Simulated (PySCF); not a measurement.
A GIAO shielding run with PySCF 2.14 (density fitting, non-relativistic, gas phase) on SMILES Cl[Si@@H]([SiH2]C#CC)SC, C4H9ClSSi2:

```
$ OMP_NUM_THREADS=1 python probes_run.py task.json out

{"job": {"kind": "nmr", "xc": "PBE0", "basis": "pcSseg-1"}, "charge": 0, "multiplicity": 1}
C     -2.259485     2.284095    -0.310153
C     -1.736728     0.971172    -0.607716
C     -1.304137    -0.126197    -0.863537
Si    -0.594446    -1.793070    -1.216170
Si     1.253182    -2.190273     0.142209
Cl     0.773045    -1.993912     2.114071
S      2.885404    -0.836852    -0.288409
C      2.121611     0.744632     0.190782
H     -1.462781     2.928395     0.062382
H     -2.683705     2.728574    -1.210341
H     -3.038310     2.209892     0.448503
H     -0.221742    -1.809931    -2.636379
H     -1.641999    -2.792380    -0.971667
H      1.940226    -3.466741    -0.001529
H      2.866914     1.515080     0.024074
H      1.851714     0.710578     1.242197
H      1.244238     0.928967    -0.422320
```

Hardware: 1 thread of an Arm Neoverse N1, shared host. The job also computes population analyses, field gradients.

(1) How large is the calculation?

(2) How long does it take, and how much memory does it need?

Results:

(1) 94 electrons, 209 basis functions and 1178 auxiliary functions.

(2) 99 s of wall time, with 14 SCF cycles and 5 response iterations; peak memory 0.95 GiB. Times on a shared host scatter by some tens of per cent.
